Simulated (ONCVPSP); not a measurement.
# LDA (Perdew-Zunger) ONCV dataset for F (Z = 9), scalar-relativistic all-electron reference.

* Element: fluorine
* Generator: ONCVPSP 4.0.1
* Type: optimised norm-conserving Vanderbilt (ONCV)
* Functional: LDA (Perdew-Zunger)
* Relativity: scalar-relativistic
* Frozen core: [He]
* Valence charge: 7
* Reference configuration: 2s2 2p5
* Partial waves: 2s: rc 0.60 bohr, ncon 4, nbas 7, qcut 9.7 1/bohr, 2 projectors, debl 3.4 Ha; 2p: rc 1.55 bohr, ncon 4, nbas 7, qcut 10.9 1/bohr, 2 projectors, debl 3.1 Ha
* Local potential: polynomial inside 0.40 bohr (lpopt 5, dvloc0 0 Ha)
* Core correction: Teter function, fcfact 2.25, rcfact 1.2

All-electron outer shells of the reference configuration (LDA (Perdew-Zunger), scalar-relativistic, ld1.x):

| shell | level (eV) | outermost node (bohr) | outermost maximum (bohr) |
| --- | --- | --- | --- |
| 1s | -658.96 | – | 0.12 |
| 2s | -29.65 | 0.24 | 0.77 |
| 2p | -11.29 | – | 0.71 |

Results:

- Cutoffs needed: 56 Ha and 176 Ha (the cutoffs (Ha) at which the residual kinetic energy of the hardest occupied pseudo-wave falls to 1 and 0.1 mHa per electron)
- Ghost test: no bound ghost flagged; GHOST(+) flags only above 600 eV
- Largest excitation error: +1067 meV (all-electron minus pseudo) for 2s2 2p2, out of 4 test configurations
- rms error of d²Exc/dni dnj: 2.52 mHa without and 2.06 mHa with the model core

Generation and tests took about 1.6 s on one core of a shared server CPU.
